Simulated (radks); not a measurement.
The numbers below are computed, except where a source is named.
Ge I, 32 electrons, occupied as [Ar] 3d8 4s2 4p4 (not the ground configuration). Level of theory: scalar-relativistic Kohn-Sham, PBEsol, spin-polarised, spherical densities, finite nucleus; open shells are filled with parallel spins first; Fermi nuclear charge, rms radius 4.0742 fm (a radial shooting solver on a logarithmic mesh with Libxc functionals).

Unscreened Slater integrals over Kohn-Sham orbitals (eV). They are taken over the spin-up orbitals.

integral     value
F0(4p,4p)   10.543
F2(4p,4p)   5.4311
F0(4p,4s)   11.609
G1(4p,4s)   7.5241
F0(4p,3d)   13.890
F2(4p,3d)   2.7047
G1(4p,3d)  0.90605
G3(4p,3d)  0.81924
F0(4s,4s)   13.098
F0(4s,3d)   16.768
G2(4s,3d)   1.4593
F0(3d,3d)   37.192
F2(3d,3d)   17.714
F4(3d,3d)   11.125

Derived for the open shells (J is the average intra-shell exchange parameter used in DFT+U). 3d: Racah B = F2/49 - 5 F4/441 = 0.2354 eV, C = 35 F4/441 = 0.8830 eV, C/B = 3.75, F4/F2 = 0.628, J = (F2 + F4)/14 = 2.060 eV. 4p: J = F2/5 = 1.086 eV; in LS coupling 1D lies 6 F2/25 = 1.303 eV above 3P.
